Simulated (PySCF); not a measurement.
**Relaxation of triplet CaO2**

Method: PySCF, UPBE, basis Ca def2-TZVP, O def2-TZVP (no relativity, density fitting). A (50,194) grid was used.

A start displaced from a saddle point along its imaginary mode, of C∞v symmetry, held to at least that symmetry:

```xyz
3
charge 0 multiplicity 3, angstrom
Ca   -0.0961    0.0000    0.0000
O     2.1298    0.0000    0.0000
O    -1.8898    0.0000    0.0000
```

(1) What does it relax to?

(2) How much energy is released, and in how many steps?

Results:

(1) It ends at C∞v with Ca–O 1.961 Å, Ca–O 2.079 Å; O–Ca–O 180.0° (after a last refinement on a finer grid). A frequency run shows a minimum. Other isomers or separated fragments may lie lower.

(2) 21.6 kJ/mol in 6 steps.
